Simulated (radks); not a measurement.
The numbers below are computed, except where a source is named.
Trend from Co to Ir: ionisation energy by Delta-SCF between NIST ground configurations, and size. Code: a radial shooting solver on a logarithmic mesh with Libxc functionals. Model: Dirac Kohn-Sham, PBEsol, spin-unpolarised, spherical densities, finite nucleus; open shells are shared between the two j in proportion to 2j + 1; Fermi nuclear charge, rms radius of each element as measured or else 0.836 A^(1/3) + 0.57 fm.

species,configuration,configuration of the ion,IE (eV),NIST (eV),kind,-e(HOMO) (eV)
Co,[Ar] 3d7 4s2,[Ar] 3d8,6.423,7.881,exp.,5.489 (4s1/2)
Rh,[Kr] 4d8 5s1,[Kr] 4d8,7.464,7.459,exp.,4.326 (5s1/2)
Ir,[Xe] 4f14 5d7 6s2,[Xe] 4f14 5d7 6s1,9.933,8.967,exp.,6.379 (6s1/2)

Reference values: NIST Atomic Spectra Database (exp. = measured, semi-emp. = semi-empirical, theory = theoretical value adopted there). Spin polarisation and multiplet splitting are left out, so open shells lie too high by an amount that depends on their filling. Sharing an open shell by 2j + 1 raises it above the true ground level by a part of the spin-orbit splitting, which enters the differences from NIST.

Beside tabulated values, note that spin-unpolarised runs miss the spin-polarisation part of the exchange energy of open shells.
